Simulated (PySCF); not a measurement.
C3H6N2Si, SMILES N#CC/C=N/[SiH3].

Coordinates come from a ωB97X-D3(BJ)/def2-SVP optimisation. The structure was generated by enumeration; whether it is a known compound was not checked. Other conformers were not sampled.

These are SMD-M06-2X/6-31G* (PySCF) values and carry that method's errors.

Solvation free energies are E(SMD) − E(gas) at the gas-phase geometry, for 1 M in both phases. In vacuum the dipole moment is 3.00 D.

```
solvent     ΔG(solv) (kcal/mol)  its non-electrostatic (CDS) part  dipole (D)
----------  -------------------  --------------------------------  ----------
water                         ?                                 ?           ?
chloroform                 -5.7                               0.3        3.45
2-propanol                 -6.3                               1.6        3.58
```

### Question
Fill in the missing entries. (The exact figures need the calculation; the answer reports its results.)

### Answer

- water, ΔG(solv) (kcal/mol): -3.5
- water, its non-electrostatic (CDS) part: 5.0
- water, dipole (D): 3.61
